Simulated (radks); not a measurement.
Question: These are the eigenvalues of the occupied orbitals of an atom or ion with whole-number occupations (eV). Method: Dirac Kohn-Sham, PBE, spin-unpolarised, spherical densities, finite nucleus; Fermi nuclear charge, rms radius of each element as measured or else 0.836 A^(1/3) + 0.57 fm; computed with a radial shooting solver on a logarithmic mesh with Libxc functionals.

| orbital | eigenvalue |
|---|---|
| 1s1/2 | -33074.25 |
| 2s1/2 | -6284.681 |
| 2p1/2 | -5990.236 |
| 2p3/2 | -5712.614 |
| 3s1/2 | -2202.200 |
| 3p1/2 | -2088.763 |
| 3p3/2 | -2026.767 |
| 3d3/2 | -1845.693 |

Which element is it, and in what charge state? The configuration may be excited. Open shells, if any, fill j = l - 1/2 first.

Answer: Z = 52, tellurium, charge +31: Te31+ in [Ar] 3d3. The list shows which subshells hold electrons but not how many an open one holds; the 1s level, -1215.5 hartree, gives Z - s = 49.3 by -(Z - s)^2/2, which with screening and relativity narrows Z to a few neighbours, and the depths of the outer levels then fix element, charge and occupations together.
